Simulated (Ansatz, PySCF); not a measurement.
Ansatz (a first-principles code) was given this input:
Ansatz 0.2 input:
```yaml
crystal:
  periodic: [false, false, false]
  atoms:
    - {symbol: C, position_ang: [2.95893654, 0.38689636, 0.63473230]}
    - {symbol: C, position_ang: [1.69263355, 1.15549515, 0.98434256]}
    - {symbol: O, position_ang: [0.52673530, 0.40969354, 0.77593955]}
    - {symbol: Si, position_ang: [0.02485384, -0.27257405, -0.62496166]}
    - {symbol: C, position_ang: [0.58416436, -2.20764428, -0.32958892]}
    - {symbol: O, position_ang: [0.61384821, 0.03320750, -2.00139191]}
    - {symbol: O, position_ang: [-1.57080562, -0.53350328, -0.43573956]}
    - {symbol: C, position_ang: [-2.45533194, -0.11798617, 0.56287740]}
    - {symbol: C, position_ang: [-2.56361505, 1.39653957, 0.64998372]}
    - {symbol: H, position_ang: [3.83114492, 0.99586567, 0.85512287]}
    - {symbol: H, position_ang: [3.01227456, -0.53263596, 1.21271682]}
    - {symbol: H, position_ang: [2.94846709, 0.14346386, -0.42371502]}
    - {symbol: H, position_ang: [1.64586651, 2.06705104, 0.37760184]}
    - {symbol: H, position_ang: [1.69488402, 1.43071731, 2.04558358]}
    - {symbol: H, position_ang: [1.62611951, -2.25967722, -0.59298640]}
    - {symbol: H, position_ang: [0.39468657, -2.42592751, 0.70846750]}
    - {symbol: H, position_ang: [-0.03920568, -2.77063351, -1.00169045]}
    - {symbol: H, position_ang: [-3.42587355, -0.55939607, 0.30615436]}
    - {symbol: H, position_ang: [-2.13880731, -0.52060528, 1.53356867]}
    - {symbol: H, position_ang: [-2.84308328, 1.80121798, -0.31916021]}
    - {symbol: H, position_ang: [-3.31085018, 1.67566247, 1.38813488]}
    - {symbol: H, position_ang: [-1.60252520, 1.81594797, 0.93511761]}
basis:
  gaussian:
    orbitals: STO-3G
magnetization: {spin_polarized: true, initial_magnetization: 1}
correlation: {method: ccsd_t, electrons: outside_noble_gas}
accuracy: high
```

### Question
Give the equivalent PySCF input.

### Answer
This is not unique; one that fits is 
```python
from pyscf import gto, scf, cc

mol = gto.Mole()
mol.atom = '''
    C     2.95893654    0.38689636    0.63473230
    C     1.69263355    1.15549515    0.98434256
    O     0.52673530    0.40969354    0.77593955
    Si    0.02485384   -0.27257405   -0.62496166
    C     0.58416436   -2.20764428   -0.32958892
    O     0.61384821    0.03320750   -2.00139191
    O    -1.57080562   -0.53350328   -0.43573956
    C    -2.45533194   -0.11798617    0.56287740
    C    -2.56361505    1.39653957    0.64998372
    H     3.83114492    0.99586567    0.85512287
    H     3.01227456   -0.53263596    1.21271682
    H     2.94846709    0.14346386   -0.42371502
    H     1.64586651    2.06705104    0.37760184
    H     1.69488402    1.43071731    2.04558358
    H     1.62611951   -2.25967722   -0.59298640
    H     0.39468657   -2.42592751    0.70846750
    H    -0.03920568   -2.77063351   -1.00169045
    H    -3.42587355   -0.55939607    0.30615436
    H    -2.13880731   -0.52060528    1.53356867
    H    -2.84308328    1.80121798   -0.31916021
    H    -3.31085018    1.67566247    1.38813488
    H    -1.60252520    1.81594797    0.93511761
'''
mol.basis = 'sto-3g'
mol.spin = 1
mol.verbose = 3
mol.build()

mf = scf.UHF(mol)
mf.kernel()

mycc = cc.CCSD(mf, frozen=13)
mycc.kernel()
et = mycc.ccsd_t()
print('E(CCSD(T)) = %.10f' % (mycc.e_tot + et))
```

Both were run: Ansatz gave -702.239326 Eh and PySCF -702.239326 Eh, 0.000 mEh apart.
